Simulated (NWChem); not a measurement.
# Dipole moment of germanium monoxide (GeO)

```
Ge
O 1 1.6486
```
Charge 0, spin multiplicity 1.

All runs are NWChem calculations. The geometry was optimised at PBE/def2-SVP, a minimum by its harmonic frequencies.

Basis set: def2-SVPD. The CCSD dipole comes from the Λ equations, without orbital relaxation.

The Hamiltonian is non-relativistic. The correlated methods keep 10 core orbitals frozen. B3LYP has NWChem's definition, with VWN1-RPA local correlation. Coupled-cluster values serve here as a point of comparison, not as the truth.

| method | dipole moment (D) |
|---|---|
| B3LYP | 3.65 |
| HF | ? |
| PBE | ? |
| PBE0 | 3.64 |
| CCSD | ? |

### Question
Complete the blanks.

### Answer

- HF, dipole moment (D): 4.45
- PBE, dipole moment (D): 3.30
- CCSD, dipole moment (D): 3.40
